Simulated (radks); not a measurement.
Species: the iodine ion I40+. Configuration: [Ne] 3s2 3p1.

Method: scalar-relativistic Kohn-Sham, PBEsol, spin-polarised, spherical densities, finite nucleus; open shells are filled with parallel spins first (spin-orbit coupling, left out, can overturn this in heavy ions); Fermi nuclear charge, rms radius 4.75 fm; computed with a radial shooting solver on a logarithmic mesh with Libxc functionals.

Energy parts (hartree):
total: -5679.26402
kinetic: 6020.40007
electron-nucleus: -12287.62198
Hartree: 685.28319
exchange-correlation: -97.32530

Orbitals (lengths in bohr, moments of r in powers of bohr):
[
 {"orbital": "1s up", "occ.": "1", "eigenvalue (hartree)": "-1304.238", "<r^4>": "2.637e-06", "<1/r>": "56.83", "<r>": "0.02722"},
 {"orbital": "1s down", "occ.": "1", "eigenvalue (hartree)": "-1304.144", "<r^4>": "2.637e-06", "<1/r>": "56.83", "<r>": "0.02722"},
 {"orbital": "2s up", "occ.": "1", "eigenvalue (hartree)": "-275.1186", "<r^4>": "0.0004151", "<1/r>": "13.23", "<r>": "0.1154"},
 {"orbital": "2s down", "occ.": "1", "eigenvalue (hartree)": "-275.0374", "<r^4>": "0.0004143", "<1/r>": "13.23", "<r>": "0.1154"},
 {"orbital": "2p up", "occ.": "3", "eigenvalue (hartree)": "-256.9704", "<r^4>": "0.0002942", "<1/r>": "12.63", "<r>": "0.1006"},
 {"orbital": "2p down", "occ.": "3", "eigenvalue (hartree)": "-256.8650", "<r^4>": "0.0002937", "<1/r>": "12.63", "<r>": "0.1006"},
 {"orbital": "3s up", "occ.": "1", "eigenvalue (hartree)": "-109.9513", "<r^4>": "0.01137", "<1/r>": "5.382", "<r>": "0.2788"},
 {"orbital": "3s down", "occ.": "1", "eigenvalue (hartree)": "-109.5654", "<r^4>": "0.01142", "<1/r>": "5.377", "<r>": "0.2791"},
 {"orbital": "3p up", "occ.": "1", "eigenvalue (hartree)": "-104.3082", "<r^4>": "0.01063", "<1/r>": "5.179", "<r>": "0.2699"},
 {"orbital": "3p down", "occ.": "0", "eigenvalue (hartree)": "-103.9237", "<r^4>": "0.01068", "<1/r>": "5.176", "<r>": "0.2701"}
]

The highest occupied level is 3p up at -2838.4 eV. The spin density at the nucleus is -7.15 e/bohr^3 (1s -10.70, 2s -2.42, 3s 5.97). Summed over all electrons, <r^2> = 0.3681 bohr^2, which gives a Langevin (diamagnetic) susceptibility term of -0.292 x 10^-6 cm^3/mol. The electron density at the nucleus is 2.581e+05 e/bohr^3 (large components only). Spin moment in Bohr magnetons: 1. For comparison, the ionisation energy in NIST's Atomic Spectra Database is 2926 eV (theoretical). In exact Kohn-Sham theory the highest level is minus the ionisation energy, but local and semilocal functionals leave it too shallow, through self-interaction and a potential that decays too fast; potentials with the right tail come closer.
